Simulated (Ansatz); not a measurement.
Program: Ansatz. Geometries: PBE0-D4/def2-TZVP. ΔE: electronic, gas phase. CBS: MP2 limit from def2 TZ/QZ plus the TZ coupled-cluster correction, frozen cores. DFT in def2-TZVPP. B3LYP here is the variant with VWN-RPA as its local correlation; programs differ in this. For Ga, V outer-core shells are correlated without core-valence functions, which leaves a few kJ/mol of doubt a bond. Scalar relativity is left out up to krypton. Each species was taken in one conformer, which may not be the lowest.

Consider the substitution at a C–Ga bond: `B[CH2][GaH][CH3]` + `[NH]=[V]([NH2])([NH2])[NH2]` → `C[N]=[V]([NH2])([NH2])[NH2]` + `B[CH2][GaH2]`.

`B[CH2][GaH][CH3]`:

Z-matrix (Å, degrees):
```
C
Ga 1 2.025
B 1 1.507 2 99.7
H 1 1.096 2 99.5 3 119.4
H 1 1.089 2 104.8 3 -124.0
C 2 1.961 1 120.2 3 -61.6
H 2 1.572 1 116.1 3 121.3
H 3 1.201 1 120.7 2 82.6
H 3 1.202 1 120.9 2 -91.6
H 6 1.095 2 108.6 1 91.9
H 6 1.091 2 112.2 1 -149.2
H 6 1.091 2 111.4 1 -26.0
```

`[NH]=[V]([NH2])([NH2])[NH2]`:

```xyz
12

N    -1.751   -0.102    0.420
V    -0.180    0.017    0.027
N    -0.102   -0.021   -1.806
N     0.927   -1.365    0.600
N     0.448    1.526    0.862
H    -2.568   -0.531    0.836
H    -0.892    0.003   -2.431
H     0.765    0.128   -2.304
H     1.190   -1.452    1.572
H     0.889   -2.277    0.167
H    -0.110    2.198    1.363
H     1.382    1.876    0.694
```

`C[N]=[V]([NH2])([NH2])[NH2]`:

Cartesian coordinates in Å:
```
C -0.363 1.797 -1.592
N -0.152 0.751 -0.666
V 0.089 -0.443 0.392
N -1.512 -1.342 0.622
N 0.656 0.306 1.987
N 1.383 -1.572 -0.298
H 0.063 2.738 -1.225
H 0.106 1.566 -2.556
H -1.434 1.955 -1.766
H -2.320 -1.269 0.023
H -1.781 -1.684 1.534
H 1.363 -0.153 2.545
H 0.590 1.281 2.237
H 1.308 -2.572 -0.173
H 2.002 -1.360 -1.065
```

`B[CH2][GaH2]`:

Z-matrix (Å, degrees):
```
C
Ga 1 2.011
B 1 1.513 2 101.7
H 1 1.090 2 104.3 3 123.1
H 1 1.095 2 100.6 3 -119.7
H 2 1.567 1 119.2 3 77.0
H 2 1.567 1 118.2 3 -107.0
H 3 1.200 1 120.8 2 91.1
H 3 1.200 1 120.6 2 -83.7
```

```
             level  ΔE (kJ/mol)  difference from CCSD(T)/CBS
            PBE-D4         36.8                         -6.6
         r2SCAN-D4         40.1                         -3.3
           PBE0-D4         37.4                         -6.0
           ωB97X-V         38.9                         -4.5
           ωB97M-V         44.0                          0.6
               PBE         36.4                         -7.0
              PBE0         37.2                         -6.2
             B3LYP         35.7                         -7.7
     HF/def2-TZVPP         35.5                         -7.9
    MP2/def2-TZVPP         21.1                        -22.3
     HF/def2-QZVPP         34.7                         -8.7
    MP2/def2-QZVPP         21.9                        -21.5
SCS-MP2/def2-QZVPP         22.4                        -21.0
      HF/CBS(def2)         34.6                         -8.8
     MP2/CBS(def2)         22.9                        -20.5
    CCSD/CBS(def2)         44.4                          1.0
       CCSD(T)/CBS         43.4                            0
```

Largest T1 diagnostic among the species: 0.032, so the coupled-cluster value is less sure than usual.
